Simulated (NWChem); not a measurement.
**Atomisation of C₂H₆N**

SMILES: [N](C)C
```xyz
9

C      1.1921     0.0000     0.1659
N      0.0000     0.0000    -0.6283
C     -1.1921     0.0000     0.1659
H      1.2387    -0.8860     0.8364
H      1.2387     0.8860     0.8364
H      2.0915     0.0000    -0.4693
H     -1.2387     0.8860     0.8364
H     -1.2387    -0.8860     0.8364
H     -2.0915     0.0000    -0.4693
```
Charge 0, spin multiplicity 2.

The numbers come from NWChem runs, not from measurements. The geometry was optimised at UB3LYP/def2-SVP, a minimum by its harmonic frequencies.

Basis set: def2-TZVP. The atomisation energy is electronic alone: no zero-point, thermal, spin-orbit or counterpoise terms. No value is extrapolated to the basis-set limit. Free atoms are single determinants with multiplicities C 3, N 4, H 2. Correlated methods freeze the same cores in atoms and molecule, 3 orbitals in all.

```csv
method,atomisation energy (kcal/mol),relative cost
LDA (SVWN5),877.9,1
PBE,785.5,under 3
B3LYP,770.6,under 3
PBE0,772.3,under 3
r2SCAN,770.4,under 3
HF,559.6,under 3
M06-2X,766.2,under 3
MP2,737.8,5
CAM-B3LYP,774.3,10
```

The values span 318.3 kcal/mol, from HF (lowest) to LDA (SVWN5) (highest). Costs are rough ratios of processor time within this set of runs, SCF included, with LDA (SVWN5) as 1. Costs are the molecule's.

B3LYP has NWChem's definition, with VWN1-RPA local correlation. GW and range-separated runs recompute their integrals, the others keep them in memory, which bears on the times. The structure started from a generated list of species. The unpaired electrons of the parent sit in orbitals of symmetry b2 (C2v labels of the run); other states weren't searched. The stability of the SCF solutions was not checked. Open-shell Hartree-Fock references start from PBE0 orbitals; any time given for them includes that run.
